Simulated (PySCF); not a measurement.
# Telling isomers of C$_{10}$H$_{12}$ apart by NMR

Relativity neglected, fast rotation and ring inversion assumed for equivalent nuclei, isolated molecule, a single conformation. Geometry: GFN2-xTB; NMR shieldings at PBE0/pcSseg-1/GIAO; PySCF 2.14.0 with density-fitted response routines.

References, each an isolated molecule treated in the same way: $^{1}$H (σref 31.72), $^{13}$C (σref 186.93) against TMS. Where no couplings were computed, multiplicities follow the n + 1 count of equivalent neighbours, and m marks all less simple cases (inequivalent or close neighbours, rings, F or P nearby). Shifts are as computed. Against solution values, carbons near 30 ppm lie about +3 ppm off and those near 130 ppm about +5 ppm. Of 1211 compounds with measured shifts, 218 miss one by over three times the rms of a fit or turn the order of signals round; such compounds aren't used in these exercises.

(1) Tabulate the signals of `C/C=C\C=C/C#CC1CC1`, `C=Cc1cccc(CC)c1`, `C=C(C)c1cccc(C)c1` and their relative energies.

(2) What is the quickest way to tell C/C=C\C=C/C#CC1CC1 from C=Cc1cccc(CC)c1?

(3) What is the quickest way to tell C=Cc1cccc(CC)c1 from C=C(C)c1cccc(C)c1?

(4) What is the quickest way to tell C/C=C\C=C/C#CC1CC1 from C=C(C)c1cccc(C)c1?

## Answers

(1) 
```json
{"SMILES": "C/C=C\\C=C/C#CC1CC1", "carbon types": "2×C 5×CH 2×CH2 1×CH3", "δC": "138.9, 136.9, 134.0, 116.5, 115.3, 80.8, 17.2, 12.7, 4.0", "δH": "6.80 (m, 1H), 6.77 (m, 1H), 5.81 (m, 1H), 5.74 (d, 1H), 1.95 (d, 3H), 1.54 (m, 1H), 0.88 (m, 2H), 0.74 (m, 2H)", "E rel. (kcal/mol)": "71.7"}
{"SMILES": "C=Cc1cccc(CC)c1", "carbon types": "2×C 5×CH 2×CH2 1×CH3", "δC": "151.3, 145.0, 141.8, 134.7, 133.5, 133.5, 127.1, 117.8, 35.3, 22.6", "δH": "7.93 (s, 1H), 7.56 (m, 1H), 7.33 (d, 1H), 7.19 (d, 1H), 6.84 (m, 1H), 6.29 (m, 1H), 5.59 (m, 1H), 2.66 (q, 2H), 1.22 (t, 3H)", "E rel. (kcal/mol)": "1.6"}
{"SMILES": "C=C(C)c1cccc(C)c1", "carbon types": "3×C 4×CH 1×CH2 2×CH3", "δC": "154.5, 148.8, 143.4, 133.7, 133.5, 132.7, 127.3, 119.2, 25.1, 24.2", "δH": "7.59 (s, 1H), 7.53 (m, 1H), 7.38 (m, 1H), 7.33 (d, 1H), 5.52 (m, 1H), 5.41 (m, 1H), 2.51 (s, 3H), 2.25 (s, 3H)", "E rel. (kcal/mol)": "0.0"}
```

Energies are electronic energies at PBE0/pcSseg-1 on these geometries, without zero-point or thermal terms, each for the one conformer computed, which needn't be the lowest.

(2) Count the carbon signals: 9 against 10. The first has an alkyne carbon (C) at 80.8 ppm, the second a terminal =CH2 carbon at 117.8 ppm. Their most deshielded carbons lie at 138.9 and 151.3 ppm. In the proton spectra the most deshielded non-exchanging signals are 6.80 (m, 1H) and 7.93 (s, 1H).

(3) Both give the same number of carbon signals, but DEPT or the intensities differ. The first has an sp3 CH2 on an aromatic ring at 35.3 ppm, the second a fully substituted alkene carbon (C) at 154.5 ppm. Their most deshielded carbons lie at 151.3 and 154.5 ppm.

(4) Count the carbon signals: 9 against 10. The first has an alkyne carbon (C) at 80.8 ppm, the second a terminal =CH2 carbon at 119.2 ppm. Their most deshielded carbons lie at 138.9 and 154.5 ppm. In the proton spectra the most deshielded non-exchanging signals are 6.80 (m, 1H) and 7.59 (s, 1H).
